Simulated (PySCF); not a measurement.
MIBK, SMILES CC(=O)CC(C)C (C6H12O), singlet, GFN2-xTB optimised geometry.

```
19

C     -2.38     0.38    -1.33
C     -0.89     0.08    -1.22
C     -0.65    -1.43    -1.13
C     -0.29     0.78     0.00
C      1.23     0.78     0.00
C      1.84     0.97     1.37
O      1.89     0.66    -1.00
H     -2.55     1.45    -1.43
H     -2.81    -0.12    -2.19
H     -2.90     0.03    -0.44
H     -0.38     0.46    -2.11
H     -1.13    -1.84    -0.24
H     -1.06    -1.93    -2.00
H      0.42    -1.64    -1.08
H     -0.66     0.34     0.92
H     -0.59     1.84     0.00
H      2.90     1.19     1.28
H      1.73     0.04     1.93
H      1.34     1.76     1.91
```

Density from B3LYP/def2-SVP in PySCF at that geometry.

Minimum of the electron density along straight lines between bonded atoms, close to the bond critical point (lines longer than 1.1 times the sum of covalent radii, or with two minima, are not listed):

| bond | length / Å | ρ at the minimum / e bohr⁻³ | ∇²ρ there / e bohr⁻⁵ | position (fraction from the first atom) |
|---|---|---|---|---|
| C1–C2 | 1.526 | 0.246 | -0.57 | 0.50 |
| C2–C3 | 1.526 | 0.246 | -0.57 | 0.50 |
| C2–C4 | 1.532 | 0.244 | -0.55 | 0.49 |
| C4–C5 | 1.514 | 0.258 | -0.62 | 0.49 |
| C5–C6 | 1.510 | 0.259 | -0.62 | 0.51 |
| C5–O7 | 1.204 | … | 0.49 | 0.33 |
| C1–H8 | 1.088 | 0.277 | -1.01 | 0.62 |
| C1–H9 | 1.087 | 0.277 | -1.02 | 0.62 |
| C1–H10 | 1.089 | 0.276 | -1.00 | 0.62 |
| C2–H11 | 1.094 | 0.279 | -1.02 | 0.63 |
| C3–H12 | 1.089 | 0.276 | -1.00 | 0.62 |
| C3–H13 | 1.087 | 0.277 | -1.01 | 0.62 |
| C3–H14 | 1.087 | 0.278 | -1.03 | 0.63 |
| C4–H15 | 1.092 | 0.275 | -0.99 | 0.62 |
| C4–H16 | 1.095 | 0.272 | -0.96 | 0.62 |
| C6–H17 | 1.087 | 0.279 | -1.05 | 0.64 |
| C6–H18 | 1.089 | 0.273 | -0.99 | 0.63 |
| C6–H19 | 1.087 | 0.276 | -1.01 | 0.63 |

Some entries are withheld; supply them.


- C5–O7, ρ at the minimum / e bohr⁻³: 0.413
